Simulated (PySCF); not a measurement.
**Computed data sheet: `C[C-](C#N)CC(F)(F)F`**

Species: C₅H₅F₃N (charge -1).
Z-matrix (Å and degrees, GFN2-xTB geometry), rows numbered from 1:
```
C 
C   1  1.5060
C   2  1.3585  1  120.64
N   3  1.1718  2  174.10  1   100.17
C   2  1.4942  1  117.42  3  -160.94
C   5  1.5325  2  115.67  1    69.61
F   6  1.3405  5  114.92  2    56.47
F   6  1.3771  5  112.23  2   175.76
F   6  1.3498  5  114.27  2   -66.42
H   1  1.0984  2  110.65  3  -148.37
H   1  1.0910  2  109.85  3   -29.21
H   1  1.1039  2  114.22  3    91.23
H   5  1.0944  2  110.41  1  -171.10
H   5  1.1020  2  111.92  1   -49.54
```

Among its groups: CF3 group and C–F bond.

GFN2-xTB geometry:

```
Point group of the GFN2-xTB geometry                  : C1
Rotational constants A, B, C of the GFN2-xTB geometry : 2.707, 1.076, 0.921 GHz
```

From PBE0/pcSseg-1 ground state and GIAO shieldings, non-relativistic (PySCF):

```
HOMO energy                                                 : 0.33 eV
LUMO energy                                                 : 5.52 eV
HOMO–LUMO gap                                               : 5.19 eV
Lowest Hirshfeld atomic charge                              : -0.44 e on N4
Highest Hirshfeld atomic charge                             : +0.24 e on C6
13C chemical shifts (computed TMS as zero) by class         : 144.1 (C3), 140.2 (C6), 49.8 (C5), 24.2 (C1), 1.2 (C2) ppm
1H chemical shifts (computed TMS as zero) by class          : 2.79 (H13/H14), 1.81 (H10/H11/H12) ppm
Isotropic shieldings of nuclei other than C and H, by class : -17 (N4), 254 (F7/F8/F9) ppm
Mayer bond orders between heavy atoms                       : C1–C2 1.07, C2–C3 1.27, C3–N4 2.94, C2–C5 1.13, C5–C6 0.96, C6–F7 1.01, C6–F8 0.93, C6–F9 0.97
```

Monoisotopic mass of the ion (most abundant isotopes, electron mass counted): 136.0380 u.

With B = h/(8π²I), that is 505.379 GHz u Å² over I, the principal moments of inertia are 186.7, 469.7 and 549.0 u Å² (most abundant isotopes); the inertial defect Ic − Ia − Ib is -107.4 u Å² (zero for a rigid planar frame, negative otherwise). The rotational constants make it an asymmetric top with κ = (2B − A − C)/(A − C) = -0.83, nearer the prolate limit (−1).

One conformer (not necessarily the lowest) at the GFN2-xTB geometry, without solvent or vibrations. NMR classes are plain means over equivalent atoms (diastereotopic ones count apart unless rotation or inversion swaps them), as if these changed places fast; in this geometry the members of some classes differ. The HOMO energy is positive, so at this level the finite basis confines the outermost electrons. No diffuse functions stand in pcSseg-1, which bears on an anion's orbital energies.

For the NMR shielding job (PBE0/pcSseg-1), the run took 23 s wall on one thread of an Arm Neoverse V1, no GPU (shared host), and the process peaked at 0.85 GiB of memory.
